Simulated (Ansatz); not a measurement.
CdCl2⁺. Total charge 1; doublet. Geometry r2SCAN-D4/def2-TZVP, basis def2-TZVP, Ansatz.

```xyz
3

Cd    2.056    0.077    0.289
Cl   -0.437   -0.749   -0.518
Cl   -1.620    0.672    0.229
```

```json
{"run": "A", "HOMO (eV)": "-11.71", "LUMO (eV)": "-11.01"}
{"run": "B", "HOMO (eV)": "-12.06", "LUMO (eV)": "-10.61"}
{"run": "C", "HOMO (eV)": "-12.62", "LUMO (eV)": "-9.97"}
{"run": "D", "HOMO (eV)": "-12.22", "LUMO (eV)": "-10.35"}
{"run": "E", "HOMO (eV)": "-11.64", "LUMO (eV)": "-10.87"}
```

In the def2 sets Cd takes a core potential; there is no spin–orbit coupling. HSE06 is defined as in plane-wave codes, on full-range PBE exchange. In the doublet, Cl2 and Cl3 lie 1.99 Å apart (atoms count from 1), so these atoms are partly bonded to each other. Another isomer (doublet) lies 0.44 eV lower at PBE0-D4/def2-TZVP; other spin states weren't run for this one.

HOMO and LUMO are taken over both spins.

Task: The runs used HSE06, PBE, PBE0, r2SCAN, revPBE. Estimate which is which.

Result: A PBE (0 % exact exchange); B r2SCAN (0 % exact exchange); C PBE0 (25 % exact exchange); D HSE06 (range-separated); E revPBE (0 % exact exchange). Exact exchange lowers occupied and raises empty levels; among semilocal functionals meta-GGAs tend to open the gap a little, and such runs are hard to tell apart. The gap grows from 0.70 eV (PBE) to 2.65 eV (PBE0).
